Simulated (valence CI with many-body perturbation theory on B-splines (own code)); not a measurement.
**Mo10+: calculated level list**

Computed by relativistic CI+MBPT: four valence electrons over a frozen Dirac-Fock core [Ar] 3d10, a basis of 11 s, 11 p, 10 d, 8 f, 5 g, 2 h functions for each j, with the one-electron correlation potential Σ1 (screened to all orders), the two-electron term Σ2, the three-electron term Σ3, Breit, model QED; selected single and double excitations, second order for the rest, scaled by the run's own slope (own B-spline code, finite nucleus).

No measured spectrum was set against this ion. As an estimate, levels hold to about 250 cm⁻¹ or 0.2 % of their energy and the worst to 1 %, as in measured heavy ions of charge 2 to 7; those with d or f electrons hold less well. Among the levels kept, up to 780 cm⁻¹ of a level comes from second order outside the variational space, and about a tenth of that is noise between levels of different J, which matters for small intervals.

Levels 46 to 90 of 176, with energies above the lowest level, 4s2.4p2 3P_0. "Leading %" is the weight of the configuration and term that name the level; weights of strongly mixed levels are sums over their largest components and can fall short. In the jj column 3d3/2^4 stands for four electrons in 3d with j = 3/2. Lifetimes count E1, E2, E3, M1 and M2 decay at the calculated energies, and are blank where another channel may lead or the interval is too uncertain; long ones can be off by a factor of two.

```csv
No.,Configuration,Term,J,E (cm⁻¹),Leading %,Lifetime,Leading jj
46,4s.4p2.4d,3F,4,621980,72,896 ps,4s 4p3/2^2 4d5/2 (72 %)
47,4s.4p2.4d,3P,2,622300,72,20.9 ps,4s 4p1/2 4p3/2 4d5/2 (64 %)
48,4s.4p2.4d,5P,2,625130,84,10.3 ps,4s 4p1/2 4p3/2 4d3/2 (44 %)
49,4s.4p2.4d,5P,1,627200,91,10.1 ps,4s 4p1/2 4p3/2 4d3/2 (50 %)
50,4s.4p2.4d,3P,1,635390,67,19.2 ps,4s 4p1/2 4p3/2 4d5/2 (29 %)
51,4s.4p2.4d,3G,3,640540,83,231 ps,4s 4p1/2 4p3/2 4d3/2 (71 %)
52,4s.4p2.4d,3G,4,645340,86,211 ps,4s 4p1/2 4p3/2 4d5/2 (42 %)
53,4s.4p2.4d,3P,0,645540,78,20.4 ps,4s 4p3/2^2 4d5/2 (47 %)
54,4s.4p2.4d,3G,5,651030,89,329 ps,4s 4p3/2^2 4d5/2 (52 %)
55,4s.4p2.4d,3D,2,655520,55,23.3 ps,4s 4p1/2^2 4d3/2 (29 %)
56,4s.4p2.4d,3D,3,658770,54,27.3 ps,4s 4p1/2 4p3/2 4d5/2 (59 %)
57,4s.4p2.4d,3D,1,659070,82,22.3 ps,4s 4p1/2 4p3/2 4d5/2 (32 %)
58,4s.4p2.4d,1G,4,663800,74,111 ps,4s 4p1/2 4p3/2 4d5/2 (55 %)
59,4s.4p2.4d,3D,3,665090,39,19.3 ps,4s 4p1/2 4p3/2 4d5/2 (39 %)
60,4s.4p2.4d,3F,2,670930,45,13.3 ps,4s 4p3/2^2 4d3/2 (33 %)
61,4s.4p2.4d,3D,1,675790,96,15.3 ps,4s 4p1/2 4p3/2 4d3/2 (48 %)
62,4s.4p2.4d,3F,3,678080,56,14.6 ps,4s 4p1/2 4p3/2 4d5/2 (48 %)
63,4s.4p2.4d,1P,1,678290,55,19.8 ps,4s 4p1/2 4p3/2 4d3/2 (53 %)
64,4s.4p2.4d,3D,2,680230,69,18.5 ps,4s 4p1/2 4p3/2 4d5/2 (40 %)
65,4s.4p2.4d,3P,0,683510,87,13.4 ps,4s 4p1/2 4p3/2 4d5/2 (45 %)
66,4s.4p2.4d,3P,1,686710,68,14.4 ps,4s 4p1/2 4p3/2 4d5/2 (67 %)
67,4s.4p2.4d,3F,3,687700,45,12.5 ps,4s 4p3/2^2 4d3/2 (21 %)
68,4s.4p2.4d,3F,2,688550,51,10.9 ps,4s 4p1/2 4p3/2 4d3/2 (45 %)
69,4s.4p2.4d,3F,4,691010,80,8.36 ps,4s 4p3/2^2 4d3/2 (51 %)
70,4s.4p2.4d,3P,2,692020,48,14.8 ps,4s 4p1/2 4p3/2 4d5/2 (33 %)
71,4s.4p2.4d,3D,3,692760,52,24.6 ps,4s 4p3/2^2 4d5/2 (47 %)
72,4s.4p2.4d,3S,1,695310,40,14.6 ps,4s 4p3/2^2 4d3/2 (38 %)
73,4s.4p2.4d,3D,2,696840,54,17.9 ps,4s 4p3/2^2 4d5/2 (24 %)
74,4s.4p2.4d,3S,1,701210,37,17.2 ps,4s 4p3/2^2 4d5/2 (51 %)
75,4s.4p2.4d,3F,4,703270,78,40.0 ps,4s 4p3/2^2 4d5/2 (62 %)
76,4s2.4p.5s,3P°,0,707390,97,12.6 ps,4s^2 4p1/2 5s (97 %)
77,4s2.4p.5s,3P°,1,709220,73,10.5 ps,4s^2 4p1/2 5s (96 %)
78,4s.4p2.4d,3D,3,710970,73,15.6 ps,4s 4p3/2^2 4d5/2 (63 %)
79,4s.4p2.4d,1D,2,717960,46,11.3 ps,4s 4p3/2^2 4d3/2 (22 %)
80,4s.4p2.4d,3D,3,718900,68,15.8 ps,4s 4p3/2^2 4d5/2 (53 %)
81,4s.4p2.4d,3D,2,720550,64,10.8 ps,4s 4p3/2^2 4d3/2 (37 %)
82,4s.4p2.4d,3D,1,721900,81,11.8 ps,4s 4p3/2^2 4d3/2 (58 %)
83,4s.4p2.4d,1D,2,730340,76,41.1 ps,4s 4p3/2^2 4d5/2 (60 %)
84,4s.4p2.4d,1S,0,731980,55,9.43 ps,4s 4p1/2 4p3/2 4d3/2 (36 %)
85,4s2.4p.5s,3P°,2,735340,97,12.9 ps,4s^2 4p3/2 5s (97 %)
86,4s2.4p.5s,1P°,1,739770,73,7.65 ps,4s^2 4p3/2 5s (96 %)
87,4s.4p2.4d,1F,3,739960,47,9.09 ps,4s 4p3/2^2 4d3/2 (23 %)
88,4s.4p2.4d,1P,1,742060,62,7.87 ps,4s 4p1/2 4p3/2 4d3/2 (49 %)
89,4s.4p2.4d,3P,2,748100,72,6.77 ps,4s 4p1/2 4p3/2 4d5/2 (34 %)
90,4s.4p2.4d,3P,1,760860,60,7.08 ps,4s 4p3/2^2 4d5/2 (47 %)
```

Names give the largest LS component (configuration and term), which can be under half, so a name can repeat, a term be missing and a line seem to break the LS rules; names also repeat where a configuration has a term twice.

Where two levels of one J and parity lie close, their mixing, g and order are uncertain.
